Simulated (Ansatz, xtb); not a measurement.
# C3H6Ge: which of two isomers lies lower

We compare I, `CC#[C][GeH3]`, a singlet, with II, `C=C=[CH][GeH3]`, a singlet. Both are isolated molecules in the gas phase, relaxed with r2SCAN-D4/def2-SVP.

Quicker runs give these differences E(II) − E(I): GFN2-xTB +9.2 kcal/mol; HF/STO-3G +24.8 kcal/mol (at GFN2-xTB geometries); r2SCAN-D4/def2-SVP//GFN2-xTB +2.8 kcal/mol.

Q: Estimate E(II) − E(I) at the level CCSD(T)/def2-SVP + ΔMP2/def2-TZVPP.

A: Calculated at CCSD(T)/def2-SVP + ΔMP2/def2-TZVPP: E(II) − E(I) = +6.2 kcal/mol, so structure I lies lower.

The same difference at several levels:

| level | geometry | E(II) − E(I) (kcal/mol) | departure from the last row (kcal/mol) | job, with rough time for the two |
| --- | --- | --- | --- | --- |
| GFN2-xTB | GFN2-xTB | +9.2 | +3.0 | optimisation, 0.23 s |
| HF/STO-3G | GFN2-xTB | +24.8 | +18.6 | single point, 0.55 s |
| r2SCAN-D4/def2-SVP//GFN2-xTB | GFN2-xTB | +2.8 | −3.3 | single point, 3.2 s |
| r2SCAN-D4/def2-SVP | r2SCAN-D4/def2-SVP | +2.6 | −3.6 | optimisation, 37 s |
| HF/def2-SVP | r2SCAN-D4/def2-SVP | +7.9 | +1.7 | part of the CCSD(T) run |
| MP2/def2-SVP | r2SCAN-D4/def2-SVP | +10.2 | +4.0 | part of the CCSD(T) run |
| CCSD(T)/def2-SVP | r2SCAN-D4/def2-SVP | +6.7 | +0.5 | single point |
| CCSD(T)/def2-SVP + ΔMP2/def2-TZVPP | r2SCAN-D4/def2-SVP | +6.2 |  | single point, 23 s |

As drawn, II has 2 C=C in place of 1 C–C, 1 C≡C.

None of the levels shown reverses the order. The largest departure from CCSD(T)/def2-SVP + ΔMP2/def2-TZVPP is that of HF/STO-3G, 18.6 kcal/mol. A small imaginary or near-zero mode remains, so no thermal terms are given. The last row adds to CCSD(T) the change of the MP2 difference between the two basis sets, here −0.5 kcal/mol.

The correlated steps freeze 12 core orbitals; the filled d shell of Ge is correlated, in a basis made for valence electrons. Run with Ansatz 0.2.0, xtb 6.7.1; the last row on 2 threads of Intel(R) Xeon(R) Processor @ 2.70GHz on a shared host.
